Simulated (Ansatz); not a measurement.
Born–Oppenheimer molecular dynamics of CH6AlNO2Si (12 atoms, charge 0, multiplicity 1). It goes on from the last frame of an earlier run, with new velocities.

Level of theory: Ansatz, RKS PBE-D4/STO-3G.

```
ensemble                      : NVE (velocity Verlet)
time step                     : 0.5 fs
steps asked                   : 250
starting velocities drawn for : 400 K
seed                          : 306206
```

First frame:

```xyz
12
Properties=species:S:1:pos:R:3
O 0.805 1.843 2.189
Al 0.351 0.739 0.950
N -0.632 0.938 -0.471
C -0.902 -0.277 -1.335
O -0.488 -1.565 -0.836
Si 0.447 -1.487 0.692
H 0.459 2.744 1.881
H -1.253 1.735 -0.762
H -2.066 -0.388 -1.500
H -0.529 -0.076 -2.391
H 1.680 -2.127 0.269
H -0.163 -2.463 1.676
```

(1) How far do the bonds stretch over the last three quarters of this one trajectory? (Pairs bonded in most of those frames.)

Results:

(1) 
| bond | mean (Å) | spread (Å) | shortest | longest |
| --- | --- | --- | --- | --- |
| O1–Al2 | 1.733 | 0.020 | 1.69 | 1.77 |
| O1–H7 | 1.040 | 0.020 | 1.01 | 1.07 |
| Al2–N3 | 1.759 | 0.033 | 1.71 | 1.82 |
| Al2–Si6 | 2.290 | 0.029 | 2.23 | 2.32 |
| N3–C4 | 1.517 | 0.017 | 1.49 | 1.55 |
| N3–H8 | 1.050 | 0.004 | 1.04 | 1.06 |
| C4–O5 | 1.483 | 0.042 | 1.41 | 1.56 |
| C4–H9 | 1.142 | 0.028 | 1.10 | 1.19 |
| C4–H10 | 1.126 | 0.018 | 1.09 | 1.16 |
| O5–Si6 | 1.786 | 0.035 | 1.71 | 1.84 |
| Si6–H11 | 1.467 | 0.024 | 1.43 | 1.51 |
| Si6–H12 | 1.475 | 0.029 | 1.43 | 1.52 |

Mean temperature of the second half: 312 K. The conserved energy stayed within 0.093 meV per atom of its start (net change -0.041 meV per atom), so the integration is sound. A run of 0.12 ps of so small a system gives no equilibrium averages. Limits of this set-up: minimal basis.

Run time: 8.2 min on 1 thread of Arm Neoverse V2, with other jobs on the host, peak memory 0.087 GiB.
